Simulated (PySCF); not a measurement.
Delta-SCF ions had no search for a lower state. 

**cyclo[18]carbon `c1c#cc#cc#cc#cc#cc#cc#cc#cc#1` (charge 0, multiplicity 1)**

Computed with CAM-B3LYP-D3(BJ)/def2-SVP run with PySCF.

```
Item                                                      Value
--------------------------------------  -----------------------
HOMO                                                   -7.87 eV
dipole moment                                         0.000 e·Å
LUMO                                                   -2.24 eV
HOMO–LUMO gap                                           5.63 eV
vertical ionisation energy (Delta-SCF)                  8.31 eV
vertical electron affinity (Delta-SCF)                  1.77 eV
total energy                                       -684.4282 Ha
cost                                    roughly 40 core-minutes
```

```xyz
18

C     -3.4574     1.3320    -0.0039
C     -2.8543     2.4076    -0.0046
C     -1.7933     3.2434    -0.0047
C     -0.6398     3.6793    -0.0046
C      0.7102     3.6365    -0.0041
C      1.8739     3.2284    -0.0031
C      2.8807     2.3280    -0.0013
C      3.5100     1.2677     0.0005
C      3.7037    -0.0690     0.0022
C      3.5048    -1.2858     0.0034
C      2.7941    -2.4344     0.0044
C      1.8594    -3.2388     0.0053
C      0.5763    -3.6609     0.0052
C     -0.6568    -3.6757     0.0041
C     -1.9108    -3.1737     0.0024
C     -2.8647    -2.3922     0.0011
C     -3.5034    -1.2020    -0.0004
C     -3.7324     0.0096    -0.0021
```
Charge 0, spin multiplicity 1.
